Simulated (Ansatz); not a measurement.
`C[Se][SiH2]F` + `O[SiH](Cl)Cl` → `F[SiH2]O[SiH](Cl)Cl` + `C[SeH]`  (ligand exchange at the Si–Se bond)

Calculated with Ansatz (gas phase, PBE0-D4/def2-TZVP geometries, no zero-point term in ΔE). CBS: MP2 limit from def2 TZ/QZ plus the TZ coupled-cluster correction, frozen cores. This one scheme is used for every species. DFT in def2-TZVPP. For Se outer-core shells are correlated without core-valence functions, which leaves a few kJ/mol of doubt a bond. Scalar relativity is left out up to krypton. Each species was taken in one conformer, which may not be the lowest.

| level | ΔE (kJ/mol) |
| --- | --- |
| r2SCAN-D4 | -62.7 |
| PBE0-D4 | -56.3 |
| PBE0 | -55.7 |
| SCS-MP2/def2-QZVPP | -72.0 |

Question: What does CCSD(T)/CBS give? (Best estimate.)

Answer: Computed: -66.4 kJ/mol. The listed levels differ from it by 3.7, 10.1, 10.7, -5.6 kJ/mol.

Largest T1 diagnostic among the species: 0.011.

From PBE to PBE0 (25 % exact exchange), in def2-TZVPP and without D4, ΔE moves by −6.3 kJ/mol. In def2-TZVPP, CCSD(T) changes the Hartree–Fock value by +18.5 kJ/mol (the triples alone add +3.7 kJ/mol) and MP2 by +22.3 kJ/mol.

CCSD(T)/CBS has its own doubt, a few kJ/mol and more with outer-core shells, so smaller differences from it don't rank the levels.
